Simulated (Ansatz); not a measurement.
CHBCl₂O (`ClC1(Cl)BO1`) from Hartree–Fock to CCSD(T)

```tsv
atom	x (Å)	y (Å)	z (Å)
Cl1	-0.344	-1.343	-1.541
C2	-0.385	-0.089	-0.335
Cl3	-1.823	0.889	-0.429
B4	0.813	0.293	0.493
O5	-0.087	-0.558	1.005
H6	1.827	0.809	0.806
```

The species carries charge 0 and has multiplicity 1. The geometry is a stationary point of PBE0-D4/def2-TZVP. Frozen core, restricted reference, Ansatz. CBS rows extrapolate triple and quadruple zeta; past MP2 they add the triple-zeta difference.

| basis | HF (Eh) | MP2 corr. |
| --- | --- | --- |
| def2-SVP | -1056.56085 | -0.66412 |
| def2-TZVPP | -1057.04505 | -0.86408 |
| def2-QZVPP | -1057.07682 | -0.93859 |

(1) Estimate the CCSD correlation energy and the (T) correction in each basis where they were run (hartree).

Answers

(1) 
```json
{"basis": "def2-SVP", "CCSD corr.": "-0.69698", "(T)": "-0.02193"}
{"basis": "def2-TZVPP", "CCSD corr.": "-0.89749", "(T)": "-0.04240"}
{"basis": "CBS(def2)", "CCSD corr.": "-1.02720", "(T)": "as TZ"}
```
